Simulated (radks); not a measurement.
Question: Species: K3+. Configuration: [Ne] 3s2 3p4. Method: non-relativistic Kohn-Sham, SOGGA, spin-unpolarised, spherical densities, point nucleus; computed with a radial shooting solver on a logarithmic mesh with Libxc functionals. Some entries of the table are withheld. Estimate them.

orbital  occ.  eigenvalue (hartree)  <r^2> (bohr^2)  <1/r> (bohr^-1)
1s          2             -130.2227             (1)            18.52
2s          2                   (2)             (3)            3.766
2p          6             -11.83598          0.1525            3.693
3s          2                   (4)           1.671            1.153
3p          4              -2.00648           1.952            1.049

Answer: 
(1) 1s <r^2> (bohr^2): 0.008947
(2) 2s eigenvalue (hartree): -14.41121
(3) 2s <r^2> (bohr^2): 0.1801
(4) 3s eigenvalue (hartree): -2.63788
